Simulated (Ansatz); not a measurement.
`CB(C)CS` and `CB(C)CCl` differ in one atom or group.

Ansatz, PBE0-D4/def2-TZVP geometries, multiplicity 1. Each molecule was computed in one conformer, which needn't be the lowest. `CB(C)CS` holds a close contact that its SMILES doesn't draw: S···B 2.35 Å.

```
                                          property  `CB(C)CS`
    size of the dipole moment (PBE/def2-TZVPP) / D       1.00
  size of the dipole moment (B3LYP/def2-TZVPP) / D       1.01
             LUMO energy (ωB97M-V/def2-TZVPP) / eV       1.72
size of the dipole moment (ωB97M-V/def2-TZVPP) / D       1.01
              HOMO–LUMO gap (PBE0/def2-TZVPP) / eV       7.09
                LUMO energy (PBE0/def2-TZVPP) / eV      -0.02
```

Task: What does the change do to each property? (Estimate.)

Result: The calculation gave: 
| property | `CB(C)CCl` | shift |
| --- | --- | --- |
| size of the dipole moment (PBE/def2-TZVPP) / D | 1.62 | 0.62 |
| size of the dipole moment (B3LYP/def2-TZVPP) / D | 1.72 | 0.71 |
| LUMO energy (ωB97M-V/def2-TZVPP) / eV | 1.31 | -0.41 |
| size of the dipole moment (ωB97M-V/def2-TZVPP) / D | 1.75 | 0.74 |
| HOMO–LUMO gap (PBE0/def2-TZVPP) / eV | 7.42 | 0.33 |
| LUMO energy (PBE0/def2-TZVPP) / eV | -0.68 | -0.66 |

With PBE0 the HOMO falls by 0.99 eV and the LUMO falls by 0.66 eV, so the gap widens by about 0.33 eV. PBE moves the HOMO by -0.81 eV and ωB97M-V by -1.09 eV. Dipoles are sizes alone; their direction can turn.

B3LYP here is the variant with VWN-RPA as its local correlation; programs differ in this.
